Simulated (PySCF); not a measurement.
H4BFGeO, singlet, geometry from GFN2-xTB. Base run: PySCF with PBE0/6-31G.

Here is a job for PySCF.
```python
from pyscf import gto, scf, dft, solvent

mol = gto.Mole()
mol.atom = '''
    B     0.00235582   -0.84864215    0.56650365
    F    -0.93448244   -1.79367445    0.42627978
    Ge   -0.00471211    0.82744114   -0.55294535
    H     0.14486823    0.59458299   -2.02019955
    H    -1.26064623    1.63029694   -0.46867480
    H     1.08275781    1.78548186   -0.21106223
    O     0.95491723   -1.03287540    1.46693055
    H     0.94303284   -1.83919413    1.98970695
'''
mol.basis = '6-31g'
mol.verbose = 4
mol.build()

mf = dft.RKS(mol)
mf.xc = 'pbe0'
mf.kernel()
mf.analyze()
```

The base run was repeated with changes; each row names its change, and settings that it needs were set with it.

```json
[
 {"change": "base", "ΔE vs base (kcal/mol)": "0.000", "dipole (D)": "1.98", "HOMO-LUMO gap (eV)": "8.65"},
 {"change": "model = IEF-PCM; solvent = water", "ΔE vs base (kcal/mol)": "-5.59", "dipole (D)": "2.39", "HOMO-LUMO gap (eV)": "8.73"},
 {"change": "model = SS(V)PE; solvent = acetonitrile", "ΔE vs base (kcal/mol)": "___", "dipole (D)": "___", "HOMO-LUMO gap (eV)": "8.73"},
 {"change": "model = IEF-PCM; solvent = acetonitrile", "ΔE vs base (kcal/mol)": "-5.45", "dipole (D)": "2.38", "HOMO-LUMO gap (eV)": "8.73"},
 {"change": "model = IEF-PCM; solvent = acetonitrile; lebedev_order = 11", "ΔE vs base (kcal/mol)": "-5.24", "dipole (D)": "2.35", "HOMO-LUMO gap (eV)": "8.72"},
 {"change": "model = IEF-PCM; solvent = acetonitrile; lebedev_order = 41", "ΔE vs base (kcal/mol)": "-5.47", "dipole (D)": "2.38", "HOMO-LUMO gap (eV)": "8.73"},
 {"change": "model = IEF-PCM; solvent = acetonitrile; vdw_scale = 1.1", "ΔE vs base (kcal/mol)": "___", "dipole (D)": "___", "HOMO-LUMO gap (eV)": "8.74"},
 {"change": "model = IEF-PCM; solvent = acetonitrile; vdw_scale = 1.0", "ΔE vs base (kcal/mol)": "-10.12", "dipole (D)": "2.46", "HOMO-LUMO gap (eV)": "8.76"},
 {"change": "model = IEF-PCM; solvent = acetonitrile; r_probe = 0.5", "ΔE vs base (kcal/mol)": "___", "dipole (D)": "___", "HOMO-LUMO gap (eV)": "___"},
 {"change": "model = IEF-PCM; solvent = chloroform", "ΔE vs base (kcal/mol)": "-3.96", "dipole (D)": "2.27", "HOMO-LUMO gap (eV)": "8.71"},
 {"change": "model = ddCOSMO; solvent = acetonitrile", "ΔE vs base (kcal/mol)": "-4.11", "dipole (D)": "2.31", "HOMO-LUMO gap (eV)": "8.74"},
 {"change": "model = IEF-PCM; solvent = n-hexane", "ΔE vs base (kcal/mol)": "-1.99", "dipole (D)": "2.13", "HOMO-LUMO gap (eV)": "8.68"}
]
```

Q: Some entries are withheld; supply them.

A: 
- model = SS(V)PE; solvent = acetonitrile, ΔE vs base (kcal/mol): -5.38
- model = SS(V)PE; solvent = acetonitrile, dipole (D): 2.36
- model = IEF-PCM; solvent = acetonitrile; vdw_scale = 1.1, ΔE vs base (kcal/mol): -7.34
- model = IEF-PCM; solvent = acetonitrile; vdw_scale = 1.1, dipole (D): 2.42
- model = IEF-PCM; solvent = acetonitrile; r_probe = 0.5, ΔE vs base (kcal/mol): -2.18
- model = IEF-PCM; solvent = acetonitrile; r_probe = 0.5, dipole (D): 2.23
- model = IEF-PCM; solvent = acetonitrile; r_probe = 0.5, HOMO-LUMO gap (eV): 8.70

The base is the gas phase, so ΔE is the electrostatic part of solvation at a fixed geometry, without cavity and dispersion terms.
